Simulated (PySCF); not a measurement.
# C₆ coefficients of unlike pairs at M06-L

Calculated with PySCF 2.14 from the dipole response of each species, C₆(A,B) = (3/π) ∫ α_A(iu) α_B(iu) du, in atomic units, from isotropic polarisabilities. For ions this is the dispersion term alone; charge-induced terms of lower order in 1/R come first.

```json
{"species": "Pd³⁺", "configuration": "[Kr] 4d7 (4F)", "basis": "aug-cc-pwCVDZ-PP with ECP28MDF (6s6p5d3f)", "relativity": "core potential", "α (bohr³)": "4.341", "C₆ (like pair)": "19.90"}
{"species": "Ag", "configuration": "[Kr] 4d10 5s1 (2S)", "basis": "aug-cc-pVDZ-PP with ECP28MDF (5s5p4d2f)", "relativity": "core potential", "α (bohr³)": "48.91", "C₆ (like pair)": "368.9"}
{"species": "Cu", "configuration": "[Ar] 3d10 4s1 (2S)", "basis": "aug-cc-pwCVDZ-PP with ECP10MDF (6s6p5d3f)", "relativity": "core potential", "α (bohr³)": "49.52", "C₆ (like pair)": "308.5"}
```

Task: Estimate C₆ for Cu with Pd³⁺.

Result: The integral gives 53.39. The combination rule 2 C_A C_B / (C_A α_B/α_A + C_B α_A/α_B) gives 48.33 and the geometric mean 78.35.

No spin-orbit coupling is included.

The other pairs:

```tsv
pair	C₆
Ag, Pd³⁺	67.15
Cu, Ag	333.2
```
